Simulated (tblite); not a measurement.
Species: C6H14NP.
SMILES with atom numbers: `[CH3:1][CH2:2][C@@H:3]1[C@H:4]([CH3:5])[P:6]1[NH:7][CH3:8]` (hydrogens: H9, H10, H11 on C1; H12, H13 on C2; H14 on C3; H15 on C4; H16, H17, H18 on C5; H19 on N7; H20, H21, H22 on C8)

Computed with GFN2-xTB (tblite), gas phase: L-BFGS steps from a force-field or distance-geometry start until the largest atomic force falls under 0.01 eV/Å.

Step 31: E = -691.3969 eV
```
atom  x, y, z in Å  |  force x, y, z in eV/Å
C1     -2.8813    0.9196    0.4353    0.008   0.022   0.005
C2     -1.9890   -0.2964    0.2181   -0.051  -0.009   0.004
C3     -0.5883    0.1285   -0.1470   -0.024  -0.027  -0.019
C4      0.5072   -0.8779   -0.3633    0.042   0.000  -0.004
C5      0.2782   -2.3546   -0.1568   -0.023  -0.016   0.019
P6      0.8097    0.2432    1.0886   -0.036   0.011   0.035
N7      1.6996    1.4792    0.2720   -0.035  -0.059  -0.031
C8      2.9606    1.1904   -0.4007    0.006   0.010   0.026
H9     -2.7949    1.5908   -0.4169   -0.076   0.027   0.014
H10    -3.9257    0.6330    0.5463    0.057  -0.026   0.021
H11    -2.5706    1.4581    1.3278    0.009   0.017  -0.007
H12    -1.9874   -0.9144    1.1172    0.029  -0.006   0.029
H13    -2.3938   -0.9030   -0.5982   -0.018  -0.009  -0.026
H14    -0.5681    0.9560   -0.8525    0.002  -0.012  -0.017
H15     1.1452   -0.6773   -1.2181    0.037   0.031  -0.048
H16     1.2185   -2.8651    0.0473    0.013   0.005  -0.075
H17    -0.1644   -2.7818   -1.0568    0.016  -0.042   0.001
H18    -0.3900   -2.5532    0.6749   -0.040   0.069   0.065
H19     1.7746    2.3032    0.8572   -0.015  -0.015  -0.043
H20     3.1528    0.1164   -0.4111    0.025   0.049   0.007
H21     3.8066    1.6900    0.0732    0.018  -0.036   0.003
H22     2.8901    1.5345   -1.4383    0.055   0.015   0.041
```

Step 32: E = -691.3986 eV
```
atom  x, y, z in Å  |  force x, y, z in eV/Å
C1     -2.8803    0.9184    0.4355    0.023   0.018   0.018
C2     -1.9884   -0.2979    0.2173   -0.076  -0.006  -0.002
C3     -0.5885    0.1274   -0.1474   -0.031  -0.055  -0.036
C4      0.5086   -0.8790   -0.3655    0.000   0.046  -0.011
C5      0.2775   -2.3540   -0.1558   -0.028   0.004   0.018
P6      0.8087    0.2430    1.0834    0.003   0.026   0.092
N7      1.6948    1.4819    0.2644    0.015  -0.037  -0.005
C8      2.9620    1.1917   -0.3994   -0.010   0.004   0.022
H9     -2.7978    1.5888   -0.4173   -0.077   0.029   0.004
H10    -3.9230    0.6309    0.5527    0.035  -0.026   0.016
H11    -2.5657    1.4577    1.3258    0.012   0.024   0.002
H12    -1.9877   -0.9150    1.1170    0.027  -0.016   0.020
H13    -2.3942   -0.9022   -0.6009   -0.010  -0.012  -0.006
H14    -0.5704    0.9550   -0.8514    0.009   0.009  -0.045
H15     1.1424   -0.6735   -1.2214    0.057   0.008  -0.066
H16     1.2154   -2.8668    0.0453    0.058  -0.014  -0.049
H17    -0.1671   -2.7830   -1.0519   -0.016  -0.056  -0.048
H18    -0.3899   -2.5465    0.6772   -0.042   0.055   0.082
H19     1.7733    2.3005    0.8585   -0.023  -0.032  -0.073
H20     3.1536    0.1177   -0.4089    0.021   0.041   0.007
H21     3.8066    1.6893    0.0789    0.007  -0.028   0.013
H22     2.8996    1.5351   -1.4376    0.045   0.019   0.044
```

Step 33: E = -691.4007 eV
```
atom  x, y, z in Å  |  force x, y, z in eV/Å
C1     -2.8793    0.9182    0.4356    0.040   0.002   0.023
C2     -1.9892   -0.2992    0.2171   -0.059  -0.003  -0.018
C3     -0.5898    0.1259   -0.1497   -0.023  -0.067  -0.049
C4      0.5102   -0.8793   -0.3702   -0.050   0.076  -0.019
C5      0.2777   -2.3533   -0.1548   -0.025   0.032   0.002
P6      0.8067    0.2419    1.0786    0.031   0.016   0.123
N7      1.6935    1.4809    0.2619    0.012  -0.059  -0.036
C8      2.9634    1.1922   -0.3970    0.003  -0.012   0.029
H9     -2.8007    1.5887   -0.4169   -0.073   0.027  -0.007
H10    -3.9196    0.6286    0.5575   -0.011  -0.025   0.016
H11    -2.5622    1.4572    1.3245    0.019   0.037   0.018
H12    -1.9865   -0.9136    1.1189    0.015  -0.023  -0.001
H13    -2.3957   -0.9026   -0.6023   -0.007  -0.013   0.026
H14    -0.5746    0.9535   -0.8531    0.016   0.017  -0.057
H15     1.1389   -0.6675   -1.2287    0.058  -0.027  -0.049
H16     1.2149   -2.8669    0.0432    0.077  -0.023  -0.017
H17    -0.1681   -2.7874   -1.0470   -0.043  -0.052  -0.067
H18    -0.3892   -2.5364    0.6811   -0.021   0.034   0.072
H19     1.7685    2.2970    0.8575   -0.011   0.026  -0.047
H20     3.1546    0.1188   -0.4075    0.019   0.015   0.006
H21     3.8081    1.6862    0.0839    0.006  -0.010   0.034
H22     2.9079    1.5365   -1.4344    0.028   0.032   0.020
```

Step 34: E = -691.4029 eV
```
atom  x, y, z in Å  |  force x, y, z in eV/Å
C1     -2.8776    0.9176    0.4362    0.025  -0.004   0.027
C2     -1.9908   -0.3011    0.2161   -0.011   0.001  -0.023
C3     -0.5917    0.1230   -0.1528    0.000  -0.034  -0.044
C4      0.5112   -0.8785   -0.3751   -0.070   0.058  -0.026
C5      0.2769   -2.3522   -0.1536   -0.012   0.036  -0.018
P6      0.8056    0.2418    1.0757    0.028  -0.004   0.077
N7      1.6902    1.4807    0.2555    0.032  -0.040  -0.010
C8      2.9654    1.1932   -0.3939    0.009  -0.020   0.019
H9     -2.8062    1.5883   -0.4169   -0.063   0.016  -0.011
H10    -3.9155    0.6250    0.5647   -0.044  -0.014   0.020
H11    -2.5564    1.4576    1.3227    0.024   0.042   0.026
H12    -1.9853   -0.9136    1.1198   -0.001  -0.025  -0.025
H13    -2.3977   -0.9030   -0.6042   -0.015  -0.021   0.045
H14    -0.5784    0.9523   -0.8545    0.019   0.014  -0.055
H15     1.1365   -0.6624   -1.2364    0.045  -0.057  -0.011
H16     1.2146   -2.8681    0.0397    0.052  -0.007   0.014
H17    -0.1713   -2.7925   -1.0423   -0.057  -0.027  -0.050
H18    -0.3894   -2.5249    0.6867    0.024   0.012   0.034
H19     1.7646    2.2934    0.8556   -0.013   0.052  -0.053
H20     3.1562    0.1207   -0.4049    0.017  -0.024   0.001
H21     3.8095    1.6834    0.0910   -0.001   0.009   0.059
H22     2.9192    1.5388   -1.4307    0.012   0.039   0.004
```

Question: Estimate the geometry and energy of step 35. (The exact step hangs on the optimiser's Hessian estimate; all steps are aligned on step 34, rigid shifts and turns removed.)

Answer: E = -691.4044 eV, largest force 0.090 eV/Å
```
atom  x, y, z in Å  |  force x, y, z in eV/Å
C1     -2.8765    0.9177    0.4369   -0.002  -0.004   0.024
C2     -1.9921   -0.3020    0.2153    0.029   0.006  -0.015
C3     -0.5931    0.1210   -0.1562    0.012   0.012  -0.029
C4      0.5108   -0.8771   -0.3791   -0.052   0.012  -0.027
C5      0.2768   -2.3512   -0.1534   -0.002   0.021  -0.030
P6      0.8050    0.2413    1.0752    0.007  -0.024   0.009
N7      1.6898    1.4786    0.2532    0.022  -0.031   0.004
C8      2.9671    1.1932   -0.3912    0.024  -0.022   0.010
H9     -2.8106    1.5889   -0.4167   -0.054   0.001  -0.002
H10    -3.9132    0.6219    0.5689   -0.048   0.002   0.026
H11    -2.5528    1.4583    1.3223    0.022   0.037   0.021
H12    -1.9843   -0.9129    1.1204   -0.009  -0.026  -0.039
H13    -2.4003   -0.9037   -0.6041   -0.021  -0.027   0.045
H14    -0.5812    0.9517   -0.8571    0.021   0.002  -0.041
H15     1.1358   -0.6596   -1.2418    0.027  -0.071   0.024
H16     1.2158   -2.8686    0.0378    0.008   0.023   0.021
H17    -0.1738   -2.7969   -1.0399   -0.049   0.003  -0.014
H18    -0.3886   -2.5169    0.6906    0.058  -0.003  -0.003
H19     1.7608    2.2920    0.8522   -0.010   0.077  -0.046
H20     3.1578    0.1213   -0.4037    0.017  -0.045  -0.003
H21     3.8113    1.6811    0.0959   -0.007   0.016   0.073
H22     2.9251    1.5412   -1.4272    0.007   0.039  -0.007
```

The energy changes by -0.0015 eV. The first-order estimate −F·Δx gives -0.0021 eV and the mean of the old and new forces, exact on a quadratic surface, -0.0015 eV. The step makes an angle of 68° with the force vector and moves no atom by more than 0.009 Å.

What follows is the cost of the whole relaxation. Hardware: one thread of an Arm Neoverse N1, no GPU, shared host with 64 logical CPUs at a one-minute load of 28. Cost: 1.7 s.
